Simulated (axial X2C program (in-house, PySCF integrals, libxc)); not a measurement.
**Correcting the dissociation energy of AlAs for spin–orbit coupling**

A spin-free CCSD(T) curve (one-electron X2C) was computed with an in-house all-electron X2C program for linear molecules (integrals from PySCF), basis As dyall-cv3z [9s9p6d4f1g], Al dyall-v3z [8s8p2d1f] (cores contracted in-house), for the state M_S = 1, Λ = 0 (beyond evenly filled blocks: π+α, π-α). It gives D0 = 1.855 eV to As + Al, which in a spin-free picture are the weighted means of the ground terms.

Correlated methods: 8 electrons correlated (number of frozen shells: As 3 s, 2 p, 1 d; Al 2 s, 1 p), 204 virtual spin orbitals or spinors in MP2, 90 natural virtuals in coupled cluster.

Measured levels of the ground terms (NIST Handbook of Basic Atomic Spectroscopic Data), in cm⁻¹: As 4S: J = 3/2 at 0; Al 2P: J = 1/2 at 0, J = 3/2 at 112.1.

The molecular state has Λ = 0, so it has no first-order lowering.

Problem. How far does each ground level lie under the (2J+1)-weighted mean of its term?

Solution. As: a single level, 0; Al: (2 × 0 + 4 × 112.1)/6 = 75 cm⁻¹.

Problem. Correct D0.

Solution. D0 = 1.855 + (0 − 75)/8065.5 = 1.846 eV at CCSD(T) with these spin–orbit terms.

Second-order spin–orbit effects in the molecule, which grow quickly with Z, are left out. The state is a single determinant with fixed occupations, the lowest that a limited PBE0 search found. De is counted from the lowest determinant-based energies of the atoms at the same level, without counterpoise correction. CCSD and (T) use frozen natural virtuals with an MP2 correction for the truncation; (T) itself is uncorrected, so its De runs slightly low. Other states lie close and PBE0, whose exact exchange favours high spin, may order them wrongly; the determinant shown need not be the ground state. The nearest other spin-free determinant of the search, M_S = 1, Λ = 1, lies 0.17 eV up at the distance of the search.
